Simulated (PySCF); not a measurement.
C$_{2}$H$_{6}$O$_{2}$, SMILES `C(C)(O)O` (O–C–O–H torsion 74°, O–C–O–H torsion -74°) (charge 0, multiplicity 1)

Method: PBE-D3(BJ)/def2-TZVP // PBE0-D3(BJ)/def2-TZVP in PySCF 2.14.0.

The HOMO comes out as -6.56 eV and the dipole moment is 2.45 D. The HOMO–LUMO gap is 6.25 eV and the LUMO is -0.31 eV. The total energy is -230.1000 Ha. The cost comes out as very roughly 50 core-seconds.

```xyz
10

C     -0.9910    -0.4277    -0.5122
C      0.2020     0.0410     0.2739
O      1.3442    -0.5273    -0.3135
O      0.2154     1.4445     0.2241
H     -0.8912    -0.0890    -1.5449
H     -1.9059    -0.0125    -0.0900
H     -1.0452    -1.5161    -0.4999
H      0.1307    -0.2860     1.3234
H      2.0961    -0.4063     0.2716
H      0.8448     1.7794     0.8675
```
Charge 0, spin multiplicity 1.
